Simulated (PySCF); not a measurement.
F₃OTa (SMILES [O]=[Ta]([F])([F])[F]), singlet, geometry from GFN2-xTB (such geometries of metal compounds can be far from the true shape) (core potentials on Ta), with bond 4-1 at 2.0 times its length; B3LYP/def2-SVP run with PySCF.

Here is a job for PySCF.
```python
from pyscf import gto, scf, dft

mol = gto.Mole()
mol.atom = '''
    Ta    0.016939    0.009075   -0.019553
    O     1.067821    0.572063   -1.232560
    F     0.970074   -0.956009    1.218615
    F    -2.555867   -2.137663   -1.524155
    F    -0.787181    1.438195    0.807440
'''
mol.basis = 'def2-svp'
mol.ecp = {'Ta': 'def2-svp'}
mol.charge = 0
mol.spin = 0
mol.verbose = 4
mol.build()

mf = dft.RKS(mol)
mf.xc = 'b3lyp'
mf.kernel()
```

The log (banner, timings and long lists left out):

```
PySCF version 2.14.0

[INPUT] verbose = 4
[INPUT] num. atoms = 5
[INPUT] num. electrons = 48
[INPUT] charge = 0
[INPUT] spin (= nelec alpha-beta = 2S) = 0
[INPUT] symmetry False subgroup None
[INPUT] Mole.unit = angstrom
[INPUT] Symbol           X                Y                Z      unit          X                Y                Z       unit  Magmom
[...]
nuclear repulsion = 184.256195317646
number of shells = 36
number of NR pGTOs = 153
number of NR cGTOs = 88
basis = def2-svp
ecp = {'Ta': 'def2-svp'}

******** <class 'pyscf.dft.rks.RKS'> ********
method = RKS
initial guess = minao
damping factor = 0
level_shift factor = 0
DIIS = <class 'pyscf.scf.diis.CDIIS'>
diis_start_cycle = 1
diis_space = 8
diis_damp = 0
SCF conv_tol = 1e-09
SCF conv_tol_grad = None
SCF max_cycles = 50
direct_scf = True
direct_scf_tol = 1e-13
XC library pyscf.dft.libxc version 7.1.2
    S. Lehtola, C. Steigemann, M. J. T. Oliveira, and M. A. L. Marques,  SoftwareX 7, 1–5 (2018)
XC functionals = b3lyp
    P. J. Stephens, F. J. Devlin, C. F. Chabalowski, and M. J. Frisch,  J. Phys. Chem. 98, 11623 (1994)
radial grids:
    Treutler-Ahlrichs [JCP 102, 346 (1995); DOI:10.1063/1.469408] (M4) radial grids

becke partition: Becke, JCP 88, 2547 (1988); DOI:10.1063/1.454033
pruning grids: <function nwchem_prune>
grids dens level: 3
symmetrized grids: False
atomic radii adjust function: <function treutler_atomic_radii_adjust>
small_rho_cutoff = 0
Set gradient conv threshold to 3.16228e-05
Initial guess from minao.
tot grids = 80880
init E= -418.570630313579
[...]
cycle= 1 E= -431.201039719575  delta_E= -12.6  |g|= 1.27  |ddm|= 7.95
[...]
cycle= 2 E= -416.294222783182  delta_E= 14.9  |g|= 4.67  |ddm|= 5.63
[...]
cycle= 3 E= -431.283565311099  delta_E=  -15  |g|= 1.01  |ddm|= 5.48
[...]
cycle= 4 E= -431.499274567  delta_E= -0.216  |g|= 0.509  |ddm|= 1.38
[...]
cycle= 5 E= -431.461618265914  delta_E= 0.0377  |g|= 0.555  |ddm|= 0.888
[...]
cycle= 6 E= -431.408763534875  delta_E= 0.0529  |g|= 0.691  |ddm|= 1.39
[...]
cycle= 7 E= -431.41247143009  delta_E= -0.00371  |g|= 0.683  |ddm|= 0.0509
[...]
cycle= 8 E= -431.362927353981  delta_E= 0.0495  |g|= 0.795  |ddm|= 0.149
[...]
cycle= 9 E= -431.439818334061  delta_E= -0.0769  |g|= 0.606  |ddm|= 0.22
[...]
cycle= 10 E= -431.468522051198  delta_E= -0.0287  |g|= 0.518  |ddm|= 0.106
[...]
cycle= 11 E= -431.470664160135  delta_E= -0.00214  |g|= 0.509  |ddm|= 0.0175
[...]
cycle= 12 E= -431.511906343041  delta_E= -0.0412  |g|= 0.337  |ddm|= 0.203
[...]
cycle= 13 E= -431.543944099806  delta_E= -0.032  |g|= 0.0129  |ddm|= 0.389
[...]
cycle= 14 E= -431.543944037397  delta_E= 6.24e-08  |g|= 0.0146  |ddm|= 0.0376
[...]
cycle= 15 E= -431.544010446984  delta_E= -6.64e-05  |g|= 0.00289  |ddm|= 0.025
[...]
cycle= 16 E= -431.544015983328  delta_E= -5.54e-06  |g|= 0.00185  |ddm|= 0.0118
[...]
cycle= 17 E= -431.544017985471  delta_E= -2e-06  |g|= 0.00114  |ddm|= 0.00877
[...]
cycle= 18 E= -431.544018536467  delta_E= -5.51e-07  |g|= 0.000457  |ddm|= 0.00424
[...]
cycle= 19 E= -431.544018604465  delta_E= -6.8e-08  |g|= 0.0002  |ddm|= 0.00152
[...]
cycle= 20 E= -431.544018612525  delta_E= -8.06e-09  |g|= 0.000112  |ddm|= 0.000286
[...]
cycle= 21 E= -431.544018615102  delta_E= -2.58e-09  |g|= 4.55e-05  |ddm|= 0.000105
[...]
cycle= 22 E= -431.544018615649  delta_E= -5.47e-10  |g|= 1.72e-05  |ddm|= 8.55e-05
[...]
Extra cycle  E= -431.54401861074  delta_E= 4.91e-09  |g|= 0.000134  |ddm|= 0.000181
converged SCF energy = -431.54401861074
```
